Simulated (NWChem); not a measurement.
All runs are NWChem calculations. System: hydrogen telluride (H₂Te), charge 0, spin multiplicity 1, at a geometry optimised with PBE/def2-SVP with def2 effective core potentials on Te. Level: CCSD(T)/def2-TZVP with def2 effective core potentials on Te, 4 core orbitals frozen.

The NWChem input:

```
start mol
memory heap 100 mb stack 700 mb global 1900 mb
geometry units angstroms nocenter noautoz
  Te     0.000000     0.000000     0.044132
  H     -1.184469     0.000000    -1.147436
  H      1.184469     0.000000    -1.147436
  symmetry group C2v
end
basis spherical
  * library def2-tzvp
end
ecp
  Te library def2-ecp
end
scf
  rhf
  nopen 0
  maxiter 100
  thresh 1e-7
  semidirect memsize 60000000 filesize 0
end
tce
  freeze core 4
  ccsd(t)
  2eorb
  2emet 13
  thresh 1e-6
  maxiter 100
  tilesize 24
end
task tce energy
```

Part of the output:

```
             Northwest Computational Chemistry Package (NWChem) 7.3.0
             --------------------------------------------------------

                                NWChem Input Module
                                -------------------

 Scaling coordinates for geometry "geometry" by  1.889725989
 (inverse scale =  0.529177249)

 Turning off AUTOSYM since
 SYMMETRY directive was detected!

                             Geometry "geometry" -> ""
                             -------------------------

 Output coordinates in angstroms (scale by  1.889725989 to convert to a.u.)

  No.       Tag          Charge          X              Y              Z
 ---- ---------------- ---------- -------------- -------------- --------------
    1 Te                  52.0000     0.00000000     0.00000000     0.04413200
    2 H                    1.0000    -1.18446900     0.00000000    -1.14743600
    3 H                    1.0000     1.18446900     0.00000000    -1.14743600

 Effective nuclear repulsion energy (a.u.)      32.9796457162

            Nuclear Dipole moment (a.u.)
            ----------------------------
        X                 Y               Z
 ---------------- ---------------- ----------------
     0.0000000000     0.0000000000    -0.0000151178

      Symmetry information
      --------------------

 Group name             C2v
 Group number             16
 Group order               4
 No. of unique centers     2

      Symmetry unique atoms

     1    2


 Summary of "ao basis" -> "" (spherical)
 ------------------------------------------------------------------------------
       Tag                 Description            Shells   Functions and Types
 ---------------- ------------------------------  ------  ---------------------
 *                         def2-tzvp                  on all atoms

 Summary of "ao basis" -> "ao basis" (spherical)
 ------------------------------------------------------------------------------
       Tag                 Description            Shells   Functions and Types
 ---------------- ------------------------------  ------  ---------------------
 Te                        def2-tzvp                16       50   6s5p3d2f
 H                         def2-tzvp                 4        6   3s1p

                                 NWChem SCF Module
                                 -----------------

  ao basis        = "ao basis"
  functions       =    62
  atoms           =     3
  closed shells   =    13
  open shells     =     0
  charge          =   0.00
  wavefunction    = RHF
  use symmetry    = T
  symmetry adapt  = T

 Summary of "ao basis" -> "ao basis" (spherical)
 ------------------------------------------------------------------------------
       Tag                 Description            Shells   Functions and Types
 ---------------- ------------------------------  ------  ---------------------
 Te                        def2-tzvp                16       50   6s5p3d2f
 H                         def2-tzvp                 4        6   3s1p

      Symmetry analysis of basis
      --------------------------

        a1         26
        a2          6
        b1         17
        b2         13

 Forming initial guess at       0.1s

      Superposition of Atomic Density Guess
      -------------------------------------

 Sum of atomic energies:        -312.26787242

      Non-variational initial energy
      ------------------------------

 Total energy =    -268.002466
 1-e energy   =    -498.054964
 2-e energy   =     214.710840
 HOMO         =      -0.257203
 LUMO         =       0.019493

      Symmetry analysis of molecular orbitals - initial
      -------------------------------------------------

  Numbering of irreducible representations:

     1 a1          2 a2          3 b1          4 b2

  Orbital symmetries:

     1 a1          2 a1          3 b1          4 b2          5 b1
     6 a1          7 a1          8 b2          9 a2         10 a1
    11 b1         12 a1         13 b2         14 b1         15 a1
    16 b1         17 a1         18 b2         19 a1         20 a1
    21 a2         22 b2         23 b1

 Starting SCF solution at       0.7s

 ----------------------------------------------
         Quadratically convergent ROHF

 Convergence threshold     :          1.000E-07
 Maximum no. of iterations :          100
 Final Fock-matrix accuracy:          1.000E-09
 ----------------------------------------------

              iter       energy          gnorm     gmax       time
             ----- ------------------- --------- --------- --------
                 1     -268.1363127416  3.33D-01  1.64D-01      0.7
                 2     -268.1498552157  1.70D-01  5.13D-02      0.7
                 3     -268.1519127678  8.30D-03  3.26D-03      0.7
                 4     -268.1519221380  2.05D-05  6.89D-06      0.8
                 5     -268.1519221381  5.50D-09  2.20D-09      0.8

       Final RHF  results
       ------------------

         Total SCF energy =   -268.151922138069
      One-electron energy =   -498.547664414923
      Two-electron energy =    215.054084910840
 Nuclear repulsion energy =     15.341657366014

        Time for solution =      0.1s

       Symmetry analysis of molecular orbitals - final
       -----------------------------------------------

  Numbering of irreducible representations:

     1 a1          2 a2          3 b1          4 b2

  Orbital symmetries:

     1 a1          2 b1          3 a1          4 b2          5 b1
     6 a1          7 a2          8 b2          9 a1         10 a1
    11 b1         12 a1         13 b2         14 b1         15 a1
    16 b1         17 a1         18 b2         19 a1         20 a1
    21 a2         22 b2         23 b1

             Final eigenvalues
             -----------------

              1
    1   -7.1231
    2   -5.0940
    3   -5.0903
    4   -5.0840
    5   -1.9539
    6   -1.9507
    7   -1.9433
    8   -1.9393
    9   -1.9391
   10   -0.8263
   11   -0.5061
   12   -0.4440
   13   -0.3258
   14    0.0810
   15    0.1103
   16    0.2214
   17    0.2217
   18    0.2427
   19    0.3078
   20    0.3214
   21    0.3353
   22    0.3374
   23    0.4019

                       ROHF Final Molecular Orbital Analysis
                       -------------------------------------

 Vector   11  Occ=2.000000D+00  E=-5.060542D-01  Symmetry=b1
              MO Center=  1.5D-16, -1.2D-16, -6.9D-01, r^2= 2.2D+00
   Bfn.  Coefficient  Atom+Function         Bfn.  Coefficient  Atom+Function
  ----- ------------  ---------------      ----- ------------  ---------------
    16      0.335830  1 Te px                10     -0.303422  1 Te px
    13      0.234057  1 Te px                52     -0.226532  2 H  s
    58      0.226532  3 H  s

 Vector   12  Occ=2.000000D+00  E=-4.439873D-01  Symmetry=a1
              MO Center= -1.4D-15, -1.2D-16, -1.0D-02, r^2= 2.4D+00
   Bfn.  Coefficient  Atom+Function         Bfn.  Coefficient  Atom+Function
  ----- ------------  ---------------      ----- ------------  ---------------
    18      0.395429  1 Te pz                12     -0.340827  1 Te pz
     5      0.309182  1 Te s                  6      0.306440  1 Te s
    15      0.268299  1 Te pz                 2      0.249275  1 Te s
     3     -0.207376  1 Te s                 52     -0.173034  2 H  s
    58     -0.173034  3 H  s                  4     -0.159576  1 Te s

 Vector   13  Occ=2.000000D+00  E=-3.257641D-01  Symmetry=b2
              MO Center=  1.1D-14,  2.1D-15,  2.1D-02, r^2= 2.4D+00
   Bfn.  Coefficient  Atom+Function         Bfn.  Coefficient  Atom+Function
  ----- ------------  ---------------      ----- ------------  ---------------
    17      0.549426  1 Te py                11     -0.421545  1 Te py
    14      0.337800  1 Te py                20      0.298203  1 Te py

 Vector   14  Occ=0.000000D+00  E= 8.099011D-02  Symmetry=b1
              MO Center=  4.4D-15, -4.3D-16,  1.0D-01, r^2= 4.7D+00
   Bfn.  Coefficient  Atom+Function         Bfn.  Coefficient  Atom+Function
  ----- ------------  ---------------      ----- ------------  ---------------
    19      1.108251  1 Te px                53      0.904259  2 H  s
    59     -0.904259  3 H  s                 16      0.256950  1 Te px
    10     -0.223567  1 Te px                13      0.190994  1 Te px

 Vector   15  Occ=0.000000D+00  E= 1.103069D-01  Symmetry=a1
              MO Center=  6.6D-15,  1.1D-16, -2.4D-03, r^2= 6.0D+00
   Bfn.  Coefficient  Atom+Function         Bfn.  Coefficient  Atom+Function
  ----- ------------  ---------------      ----- ------------  ---------------
     6      1.371776  1 Te s                 53     -1.247849  2 H  s
    59     -1.247849  3 H  s                 21     -1.194077  1 Te pz
     2      0.268036  1 Te s                  3     -0.236541  1 Te s
    18     -0.209646  1 Te pz                 5      0.162001  1 Te s
     1     -0.159995  1 Te s                 12      0.155915  1 Te pz

 Vector   16  Occ=0.000000D+00  E= 2.213532D-01  Symmetry=b1
              MO Center=  6.1D-16,  9.9D-18, -2.4D-01, r^2= 7.2D+00
   Bfn.  Coefficient  Atom+Function         Bfn.  Coefficient  Atom+Function
  ----- ------------  ---------------      ----- ------------  ---------------
    16      1.386269  1 Te px                19     -1.359989  1 Te px
    53      0.278801  2 H  s                 59     -0.278801  3 H  s
    10     -0.230375  1 Te px

 center of mass
 --------------
 x =   0.00000000 y =   0.00000000 z =   0.04899295

 moments of inertia (a.u.)
 ------------------
          10.063837812638           0.000000000000           0.000000000000
           0.000000000000          20.162415064386           0.000000000000
           0.000000000000           0.000000000000          10.098577251748

  Mulliken analysis of the total density
  --------------------------------------

    Atom       Charge   Shell Charges
 -----------   ------   -------------------------------------------------------
    1 Te  24    24.10   0.28 -0.83  1.55  1.00  1.04  0.82 -0.51  6.47  1.09  2.27  0.79  9.09  0.91  0.11  0.02  0.00
    2 H    1     0.95   0.21  0.53  0.19  0.02
    3 H    1     0.95   0.21  0.53  0.19  0.02

       Multipole analysis of the density wrt the origin
       ------------------------------------------------

     L   x y z        total         open         nuclear
     -   - - -        -----         ----         -------
     0   0 0 0      0.000000      0.000000     26.000000

     1   1 0 0     -0.000000      0.000000      0.000000
     1   0 1 0     -0.000000      0.000000      0.000000
     1   0 0 1     -0.074716      0.000000     -2.335142

     2   2 0 0    -19.352600      0.000000     10.020169
     2   1 1 0     -0.000000      0.000000      0.000000
     2   1 0 1      0.000000      0.000000      0.000000
     2   0 2 0    -23.590654      0.000000      0.000000
     2   0 1 1      0.000000      0.000000      0.000000
     2   0 0 2    -20.377003      0.000000      9.570316

                   NWChem Extensible Many-Electron Theory Module
                   ---------------------------------------------


            General Information
            -------------------
      Number of processors :     1
         Wavefunction type : Restricted Hartree-Fock
          No. of electrons :    26
           Alpha electrons :    13
            Beta electrons :    13
           No. of orbitals :   124
            Alpha orbitals :    62
             Beta orbitals :    62
        Alpha frozen cores :     4
         Beta frozen cores :     4
     Alpha frozen virtuals :     0
      Beta frozen virtuals :     0
         Spin multiplicity : singlet
    Number of AO functions :    62
       Number of AO shells :    24
        Use of symmetry is : on
      Symmetry adaption is : on
         Schwarz screening : 0.10D-09

          Correlation Information
          -----------------------
          Calculation type : Coupled-cluster singles & doubles w/ perturbation
   Perturbative correction : (T)
            Max iterations :      100
        Residual threshold : 0.10D-05
     T(0) DIIS level shift : 0.00D+00
     L(0) DIIS level shift : 0.00D+00
     T(1) DIIS level shift : 0.00D+00
     L(1) DIIS level shift : 0.00D+00
     T(R) DIIS level shift : 0.00D+00
     T(I) DIIS level shift : 0.00D+00
   CC-T/L Amplitude update :  5-th order DIIS
                I/O scheme : Global Array Library
        L-threshold :  0.10D-05
        EOM-threshold :  0.10D-05
 no EOMCCSD initial starts read in
 TCE RESTART OPTIONS
 SLICE:      F
 D4D5:       F
 quantumc:   F
 qrotation:  F
 pwtce:      F
 qducc:      F
 nacto:                         0
 nrotv:                         0
 nrot:                          0

            Memory Information
            ------------------
          Available GA space size is     249032956 doubles
          Available MA space size is     104841204 doubles

 Maximum block size supplied by input
 Maximum block size        24 doubles

 tile_dim =     20

 -------------------------------------------------

 Global array virtual files algorithm will be used

 Parallel file system coherency ......... OK

 4-electron integrals stored in orbital form

 v2    file size   =           811926
 4-index algorithm nr.  13 is used
 imaxsize =       30
 imaxsize ichop =        0


CCSD iterations
 ---------------------------------------------------------
 Iter          Residuum       Correlation     Cpu    Wall
 ---------------------------------------------------------
    1   0.1808796089299  -0.4690636697212     0.4     0.4
    2   0.0358005996791  -0.4491918701494     0.4     0.4
    3   0.0111076626940  -0.4582791815200     0.4     0.4
    4   0.0045986958355  -0.4586539670449     0.4     0.4
    5   0.0020119057426  -0.4592092071615     0.4     0.4
    6   0.0005198904336  -0.4594418447850     0.4     0.4
    7   0.0002886282385  -0.4594666457107     0.4     0.4
    8   0.0001345420770  -0.4594732483362     0.4     0.4
    9   0.0000817504163  -0.4594744998143     0.3     0.3
   10   0.0000454509246  -0.4594765023763     0.4     0.4
   11   0.0000046881251  -0.4594790285088     0.3     0.3
   12   0.0000017287436  -0.4594789232343     0.3     0.3
   13   0.0000008844219  -0.4594789713487     0.3     0.3
 -----------------------------------------------------------------
 Iterations converged
 CCSD correlation energy / hartree =        -0.459478971348690
 CCSD total energy / hartree       =      -268.611401109417557

 Singles contributions

 Doubles contributions
 CCSD(T)
 Using plain CCSD(T) code
             total no. of tasks          500
 total no. of tasks / no. procs          500
                         wl_min          125           2.2
                         wl_max       512000           8.9
        thresh for no. of tasks          500

 CCSD[T]  correction energy / hartree =        -0.010045939789951
 CCSD[T] correlation energy / hartree =        -0.469524911138641
 CCSD[T] total energy / hartree       =      -268.621447049207518
 CCSD(T)  correction energy / hartree =        -0.009565017177231
 CCSD(T) correlation energy / hartree =        -0.469043988525921
 CCSD(T) total energy / hartree       =      -268.620966126594794

 Task  times  cpu:       12.4s     wall:       12.4s

 Total times  cpu:       12.4s     wall:       12.4s
```
